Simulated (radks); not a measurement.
Question: These are the eigenvalues of the occupied orbitals of an atom or ion with whole-number occupations (eV). All-electron calculation, non-relativistic Kohn-Sham, LDA (Slater exchange, Perdew-Wang correlation), spin-unpolarised, spherical densities, point nucleus. Program: a radial shooting solver on a logarithmic mesh with Libxc functionals.

orbital  eigenvalue
1s        -62889.13
2s        -11127.99
2p        -10701.81
3s        -3284.890
3p        -3089.678
3d        -2725.372
4s        -1331.677
4p        -1248.124
4d        -1097.216

Which element is it, and in what charge state? The configuration may be excited.

Answer: Z = 73, tantalum, charge +28: Ta28+ in [Kr] 4d9. The list shows which subshells hold electrons but not how many an open one holds; the 1s level, -2311.1 hartree, gives Z - s = 68.0 by -(Z - s)^2/2, which with screening narrows Z to a few neighbours, and the depths of the outer levels then fix element, charge and occupations together.
